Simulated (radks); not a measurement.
The numbers below are computed, except where a source is named.
Task: Cu10+, 19 electrons, occupied as [Ar] 3d1. Level of theory: scalar-relativistic Kohn-Sham, PBE, spin-polarised, spherical densities, finite nucleus; open shells are filled with parallel spins first; Fermi nuclear charge, rms radius 3.8823 fm (a radial shooting solver on a logarithmic mesh with Libxc functionals). Some entries of the table are withheld. Estimate them.

orbital,occ.,eigenvalue (hartree),<r> (bohr),<1/r> (bohr^-1)
1s up,1,-335.4605,0.05215,29.15
1s down,1,-335.4605,0.05215,29.15
2s up,1,-49.50596,0.2347,6.338
2s down,1,-49.46122,0.2345,6.343
2p up,3,-44.15095,0.2060,6.214
2p down,3,-44.11735,0.2059,6.218
3s up,1,-13.32198,0.6455,2.218
3s down,1,-13.24788,0.6466,2.213
3p up,3,-11.68172,0.6492,2.117
3p down,3,-11.60762,0.6506,2.111
3d up,1,-9.12215,(1),1.940
3d down,0,-9.04138,(2),1.935
4s up,0,-5.66105,1.386,1.010
4s down,0,-5.63340,1.389,1.008
4p up,0,-5.10001,1.443,0.9598
4p down,0,-5.07307,1.446,0.9574

Result: 
(1) 3d up <r> (bohr): 0.6250
(2) 3d down <r> (bohr): 0.6272
